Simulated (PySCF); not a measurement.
`[Cl][Mn]([Cl])[Cl]` [quintet] (quintet state). Computed with PySCF 2.14.0, PBE0-D3(BJ)/def2-SVP geometry optimisation, gas phase.

```
atom  x, y, z in Å
Mn1   -0.1576   -0.0146   -0.0080
Cl2    1.9872   -0.0446    0.0067
Cl3   -0.8807    2.0136   -0.0181
Cl4   -0.8656   -2.0449   -0.0111
```

**Question.** Where is the centre of mass (commonest isotopes), and what is the radius of gyration?

**Answer.** Mass 159.845 u; centre at (-0.001, -0.022, -0.008) Å; Rg = √(Σ m r²/M) = 1.734 Å. As Ia + Ib + Ic = 2 Σ m r², the three principal moments sum to 961.6 u·Å².

**Question.** Which two atoms are farthest apart?

**Answer.** Cl3···Cl4, 4.06 Å; the next longest distance is 3.53 Å.

**Question.** Work out the bond lengths Mn1–Cl2, Mn1–Cl3, Mn1–Cl4 in Å.

**Answer.** For Mn1–Cl2 the difference vector is (2.1448, -0.0300, 0.0147) Å, of length 2.1451 Å. Mn1–Cl2 2.145; Mn1–Cl3 2.153; Mn1–Cl4 2.150 Å.

**Question.** How far apart are these pairs, which share no bond: Cl2···Cl4?

**Answer.** Cl2···Cl4 3.484 Å (2 bonds apart).

**Question.** What is the repulsion energy of the bare nuclei, Σ ZA·ZB/RAB?

**Answer.** 438.78 Eh over 6 pairs, with full nuclear charges and distances in bohr; the largest single term is 104.85 Eh (Mn1 with Cl2).

**Question.** How far are the heavy atoms from their best plane (unweighted least squares)?

**Answer.** 0.001 Å rms; none is more than 0.001 Å off.

**Question.** What are the angles Cl2–Mn1–Cl4, Cl3–Mn1–Cl4, Cl2–Mn1–Cl3?

**Answer.** From the scalar product of the two bond vectors; for Cl2–Mn1–Cl4 it is -1.4577 Å² over 2.1451 × 2.1502 Å², cos θ = -0.3160. Cl2–Mn1–Cl4 108.4°; Cl3–Mn1–Cl4 141.2°; Cl2–Mn1–Cl3 110.4°.

**Question.** Write the matrix of distances between heavy atoms (Å, lower triangle).

**Answer.** 
```
Mn1   0.000
Cl2   2.145  0.000
Cl3   2.153  3.530  0.000
Cl4   2.150  3.484  4.059  0.000
```

The point group is C2v within 0.08 Å; differences among equivalent distances and angles are scatter left by the optimiser. Not checked by PBE0-D3(BJ)/def2-SVP frequencies. ⟨S²⟩ = 6.181 (exact for a quintet: 6.00).
